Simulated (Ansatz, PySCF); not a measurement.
Process, species as SMILES: [Br][Sn][Br] → [Br][Sn] + Br atom (the Br-Sn bond at the site shown breaks; other sites are not compared here)
Structures are relaxed separately at B3LYP-D3(BJ)/def2-TZVP in Ansatz (an electronic-structure program). A spin state is the lowest found, not a proven ground state.
Geometry of the first species:
SMILES: [Sn]([Br])[Br]
```xyz
3

Sn     0.0111    -0.0013     0.9566
Br     0.9780     1.6801    -0.6925
Br    -0.9940    -1.6782    -0.6740
```
Charge 0, spin multiplicity 1.

Wanted: bond dissociation energy (enthalpy at 298 K, with B3LYP-D3(BJ) rigid-rotor harmonic-oscillator terms from PySCF), in kJ/mol. Correlated levels leave the core frozen unless marked. Open shells are spin-unrestricted. Spin-orbit coupling is left out. Frozen are the shells of the preceding noble gas and the d and f shells that filled before the atom's block. Past Kr the def2 sets carry scalar-relativistic core potentials. STO-3G rows are all-electron and non-relativistic. Basis-set limits of correlation are two-point, X^-3; Hartree-Fock from the larger set. The bracket is a focal-point correction in the basis named.

```json
[
 {"level": "HF/STO-3G", "program": "Ansatz", "bond dissociation energy (kJ/mol)": "334.4", "minus last row": "-19.0"},
 {"level": "PBE/def2-TZVPD", "program": "Ansatz", "bond dissociation energy (kJ/mol)": "362.4", "minus last row": "9.0"},
 {"level": "BLYP/def2-TZVPD", "program": "Ansatz", "bond dissociation energy (kJ/mol)": "341.6", "minus last row": "-11.8"},
 {"level": "BHLYP/def2-TZVPD", "program": "Ansatz", "bond dissociation energy (kJ/mol)": "324.4", "minus last row": "-29.0"},
 {"level": "CAM-B3LYP-D4/def2-TZVPD", "program": "Ansatz + dftd4", "bond dissociation energy (kJ/mol)": "341.1", "minus last row": "-12.3"},
 {"level": "wB97M-V/def2-TZVPD", "program": "Ansatz", "bond dissociation energy (kJ/mol)": "343.5", "minus last row": "-9.9"},
 {"level": "RI-MP2/CBS(def2-TZVPPD,def2-QZVPPD)+[CCSD(T)-MP2]/def2-TZVPPD", "program": "Ansatz", "bond dissociation energy (kJ/mol)": "353.4", "minus last row": "0.0"}
]
```
